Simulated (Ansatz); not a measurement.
```xyz
10

O    -0.1181   -1.1939   -1.1181
C    -0.4378   -0.0337   -0.4669
O    -1.6319   -0.1255    0.2322
Cl   -0.7016    1.3203   -1.6564
Si    1.0471    0.5615    0.5732
Cl    1.1537   -0.7257    2.1794
H    -0.8963   -1.4899   -1.6110
H    -1.4769   -0.7115    0.9852
H     2.2988    0.4840   -0.2058
H     0.7629    1.9144    1.0881
```

Total charge 0; spin multiplicity 1.

(1) List the PBE0/def2-TZVPP orbital energies in eV (Ansatz 0.2.0). (Estimate.)

## Answers

(1) Computed: Occupied: -2767.71, -2767.56, -1803.91, -523.89, -523.83, -282.79, -259.56, -259.38, -197.84, -197.72, -197.71, -197.71, -197.51, -197.50, -146.17, -100.89, -100.80, -100.78, -31.24, -29.15, -23.70, -23.47, -18.92, -16.86, -15.66, -13.76, -13.29, -12.88, -11.34, -11.08, -10.35, -10.07, -9.81, -9.46, -9.27, -8.83, -8.35. Lowest empty: -0.04, 0.25, 0.73, 0.93, 1.34, 1.63, 2.25, 3.63.
